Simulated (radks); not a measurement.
Values are calculated unless marked as measured or tabulated.
The mean radii <r> (bohr) of the occupied orbitals of an atom or ion are listed with their occupations. Code: a radial shooting solver on a logarithmic mesh with Libxc functionals. Model: non-relativistic Kohn-Sham, TPSS, spin-polarised, spherical densities, point nucleus; meta-GGA in the generalised Kohn-Sham scheme.

orbital  occ.      <r>
1s up       1  0.03462
1s down     1  0.03462
2s up       1   0.1507
2s down     1   0.1507
2p up       3   0.1291
2p down     3   0.1291
3s up       1   0.4132
3s down     1   0.4132
3p up       3   0.4067
3p down     3   0.4066
3d up       5   0.3812
3d down     5   0.3811
4s up       1   0.9742
4s down     1   0.9747
4p up       3    1.021
4p down     2    1.022

Name the element and its charge. Open shells, if any, are filled with parallel spins first.

Answer. Z = 44, ruthenium, charge +9: Ru9+ in [Ar] 3d10 4s2 4p5. The 1s radius gives Z: for a bare nucleus <r> = 1.5/Z, 0.03409 bohr for Z = 44, and screening makes it slightly larger (0.03462 here). The occupations add up to 35, and the charge is Z minus that.
